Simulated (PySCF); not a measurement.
Isomers of C8H11NS, mass 153.061 u with the commonest isotopes. Theory: PBE0/pcSseg-1 in PySCF (dipole) on a GFN2-xTB geometry, gas phase. One conformer each, none proved a minimum here; rigid rotors.

Question: Order these by rotational constant B, largest first.
A. `[CH3:1][CH2:2][c:3]1[cH:4][cH:5][c:6]([S:7][CH3:8])[n:9][cH:10]1` with C1–C2–C3–C4 87°, C5–C6–S7–C8 180°
B. `[CH3:1][S:2][c:3]1[cH:4][cH:5][cH:6][c:7]([CH2:8][NH2:9])[cH:10]1` with C1–S2–C3–C4 -3°, C6–C7–C8–N9 -90°, C7–C8–N9–H -60° and 58°
C. `[CH:1]#[C:2]/[CH:3]=[CH:4]\[C:5](=[S:6])[CH2:7][CH2:8][NH:9][CH3:10]` with C3–C4–C5–S6 9°, C4–C5–C7–C8 -82°, C5–C7–C8–N9 -174°, C7–C8–N9–C10 -65°

Answer: B (643.0 MHz), A (579.5 MHz), C (500.2 MHz).

Question: Order these by radius of gyration √(Σ m r²/M), largest first.
A. `[cH:1]1[cH:2][c:3]([N:4]2[CH2:5][CH2:6][CH2:7][CH2:8]2)[cH:9][s:10]1` with C2–C3–N4–C5 26°, C3–N4–C5–C6 149°, N4–C5–C6–C7 26°, C5–C6–C7–C8 -38°, C6–C7–C8–N4 36°
B. `[CH3:1][S:2][c:3]1[cH:4][cH:5][cH:6][c:7]([CH2:8][NH2:9])[cH:10]1` with C1–S2–C3–C4 -3°, C6–C7–C8–N9 -90°, C7–C8–N9–H -60° and 58°
C. `[CH:1]#[C:2]/[CH:3]=[CH:4]\[C:5](=[S:6])[CH2:7][CH2:8][NH:9][CH3:10]` with C3–C4–C5–S6 9°, C4–C5–C7–C8 -82°, C5–C7–C8–N9 -174°, C7–C8–N9–C10 -65°
D. `[CH3:1][CH2:2][c:3]1[cH:4][cH:5][c:6]([S:7][CH3:8])[n:9][cH:10]1` with C1–C2–C3–C4 87°, C5–C6–S7–C8 180°
E. `[CH3:1][CH2:2][NH:3][C:4](=[S:5])[C:6]#[C:7][CH:8]1[CH2:9][CH2:10]1` with C1–C2–N3–C4 -82°, C2–N3–C4–S5 174°

Answer: C (2.752 Å), E (2.666 Å), D (2.554 Å), B (2.525 Å), A (2.447 Å).

Question: Order these by rotational constant A, smallest first.
A. `[CH3:1][S:2][c:3]1[cH:4][cH:5][cH:6][c:7]([CH2:8][NH2:9])[cH:10]1` with C1–S2–C3–C4 -3°, C6–C7–C8–N9 -90°, C7–C8–N9–H -60° and 58°
B. `[CH:1]#[C:2]/[CH:3]=[CH:4]\[C:5](=[S:6])[CH2:7][CH2:8][NH:9][CH3:10]` with C3–C4–C5–S6 9°, C4–C5–C7–C8 -82°, C5–C7–C8–N9 -174°, C7–C8–N9–C10 -65°
C. `[CH3:1][CH2:2][NH:3][C:4](=[S:5])[C:6]#[C:7][CH:8]1[CH2:9][CH2:10]1` with C1–C2–N3–C4 -82°, C2–N3–C4–S5 174°
D. `[CH3:1][CH2:2][c:3]1[cH:4][cH:5][c:6]([S:7][CH3:8])[n:9][cH:10]1` with C1–C2–C3–C4 87°, C5–C6–S7–C8 180°
E. `[cH:1]1[cH:2][c:3]([N:4]2[CH2:5][CH2:6][CH2:7][CH2:8]2)[cH:9][s:10]1` with C2–C3–N4–C5 26°, C3–N4–C5–C6 149°, N4–C5–C6–C7 26°, C5–C6–C7–C8 -38°, C6–C7–C8–N4 36°

Answer: C (1469 MHz), A (2378 MHz), B (2904 MHz), D (3313 MHz), E (3466 MHz).

```tsv
SMILES	point group	Ia (u·Å²)	Ib (u·Å²)	Ic (u·Å²)	κ	μa (D)	μb (D)	μc (D)
C#C/C=C\C(=S)CCNC	C1	174.04	1010.45	1134.51	-0.96	0.82	2.06	0.90
CSc1cccc(CN)c1	C1	212.49	785.96	953.26	-0.88	1.68	1.74	0.61
CCc1ccc(SC)nc1	C1	152.56	872.17	972.14	-0.96	1.84	0.02	0.05
c1cc(N2CCCC2)cs1	C1	145.79	783.73	903.16	-0.94	2.37	0.50	0.26
CCNC(=S)C#CC1CC1	C1	343.96	785.12	1046.26	-0.67	3.44	4.42	0.54
```
